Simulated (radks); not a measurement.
The numbers below are computed, except where a source is named.
Neutral zirconium inside a hard spherical wall (all orbitals vanish at R), configuration held at [Kr] 4d2 5s2 and not refilled when levels cross. Level of theory: scalar-relativistic Kohn-Sham, LDA (Slater exchange, Perdew-Wang correlation), spin-polarised, spherical densities, point nucleus; open shells are filled with parallel spins first (spin-orbit coupling, left out, can overturn this in heavy ions) (a radial shooting solver on a logarithmic mesh with Libxc functionals). Eigenvalues in eV for spin up, with the zero of energy where the potential of the charges vanishes at infinity; a dash marks a level that is unbound or too diffuse for the functional's potential to be trusted. A positive occupied level is held by the wall or, in an anion where self-interaction has pushed it up, behind a barrier. The pressure on the wall is -dE/dV.

\begin{tabular}{lrrrrrrrrr}
R (bohr) & E (hartree) & kinetic (hartree) & e(4s) & e(4p) & e(5s) & e(4d) & e(5p, empty) & e(6s, empty) & pressure (GPa) \\ \hline
free & -3594.61659 & 3694.934 & -54.823 & -32.869 & -4.839 & -4.146 & -1.671 & -0.082 & 0 \\
8 & -3594.60610 & 3695.011 & -54.354 & -32.406 & -4.450 & -3.733 & -0.901 & 5.063 & 0.405 \\
6 & -3594.53055 & 3695.393 & -52.699 & -30.797 & -2.766 & -2.281 & 1.720 & 14.726 & 5.93 \\
5 & -3594.36387 & 3696.073 & -50.538 & -28.726 & 0.106 & -0.277 & 5.805 & 27.371 & 26.1 \\
4 & -3593.81580 & 3698.056 & -46.252 & -24.657 & 7.998 & 4.198 & 16.281 & 55.820 & 143 \\
3 & -3591.51891 & 3706.015 & -36.049 & -14.561 & 35.161 & 16.861 & 49.079 & 132.94 & 1230 \\
2.5 & -3587.60150 & 3718.898 & -24.082 & -1.767 & 73.927 & 33.337 & 92.496 & 225.68 & 4620 \\
1.5 & -3537.96405 & 3854.028 & 84.858 & 118.85 & 420.62 & 174.51 & 449.91 & 916.78 & 149000 \\
\end{tabular}
